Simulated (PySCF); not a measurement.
Consider 3,3,3-trifluoropropylamine, `NCCC(F)(F)F` (C3H6F3N). Numbering: `[NH2:1][CH2:2][CH2:3][C:4]([F:5])([F:6])[F:7]`

These are calculated values, ωB97X-D3(BJ)/ma-def2-TZVP in PySCF (grid level 2) at geometries from PBE0-D3(BJ)/def2-SVP. ωB97X-D3(BJ) is ωB97X-V with D3(BJ) in place of VV10. Thermal corrections: PBE0-D3(BJ)/def2-SVP frequencies, unscaled, ideal gas at 298.15 K and 1 bar, quasi-RRHO entropy.

**Question.** What are the vertical and the adiabatic ionisation energy for forming the radical cation?

**Answer.** 9.90 eV vertical and 9.10 eV adiabatic, the latter with zero-point energy.

**Question.** Where does the unpaired spin of the relaxed radical cation sit?

**Answer.** N1 (amine nitrogen) 0.90, H (on C2) 0.10 (intrinsic atomic orbital populations).

**Question.** What oxidation potential follows in dichloromethane (IEF-PCM), given that Fc+/Fc comes at 4.70 V absolute with this functional and basis?

**Answer.** In the gas phase ΔG of oxidation is 9.087 eV, and solvation is -21.8 kJ/mol for the parent and -264.4 kJ/mol for the product, so the absolute potential is 6.57 V, or 1.87 V against Fc+/Fc. Fc+/Fc in dichloromethane, 4.70 V, is ωB97X-D3(BJ)/ma-def2-TZVP on PBE0-D3(BJ)/def2-SVP structures with GFN2-xTB thermal terms. Benchmark calculations put it near 5.0 V in acetonitrile and DMSO, so it is about 0.3 V low, and the value against it can read up to that much too high. The solvent is electrostatics only, on gas-phase structures; the absolute scale refers to an electron at rest in vacuum.

**Question.** How far is −ε(HOMO) from the vertical value by ΔSCF?

**Answer.** −ε(HOMO) = 9.83 eV, which is 0.07 eV below the ΔSCF value.
